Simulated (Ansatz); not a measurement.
`CC[P+](CC)(CC)[Au-][S]C`, charge 0, multiplicity 1.

(1) Give a relaxed structure at PBE0-D4/def2-TZVP (the Gaussian-basis code of Ansatz). (Estimate.)

Results:

(1) The calculation gave: 
Cartesian coordinates in Å:
```
C -2.1189 1.5367 -0.6696
C -0.6021 1.5220 -0.5628
P 0.0206 0.1453 0.4655
C -0.6254 0.4681 2.1462
C -0.3783 1.8544 2.7185
C 1.8156 0.4639 0.5910
C 2.5571 0.1874 -0.7085
Au -0.5212 -1.9206 -0.3063
S -1.1134 -4.0188 -1.0173
C -0.2952 -4.1933 -2.6327
H -2.4929 0.5799 -1.0406
H -2.4490 2.3196 -1.3551
H -2.5896 1.7260 0.2977
H -0.1557 1.3882 -1.5520
H -0.2201 2.4673 -0.1644
H -0.1854 -0.3061 2.7821
H -1.6950 0.2441 2.1079
H -0.8436 2.6331 2.1105
H -0.8008 1.9299 3.7228
H 0.6870 2.0802 2.7953
H 1.9750 1.4951 0.9203
H 2.1850 -0.1925 1.3848
H 2.2316 0.8547 -1.5094
H 3.6309 0.3333 -0.5758
H 2.3910 -0.8396 -1.0406
H -0.5528 -5.1820 -3.0164
H 0.7895 -4.1305 -2.5455
H -0.6438 -3.4461 -3.3456
```
This is one stationary point; other conformers may exist.
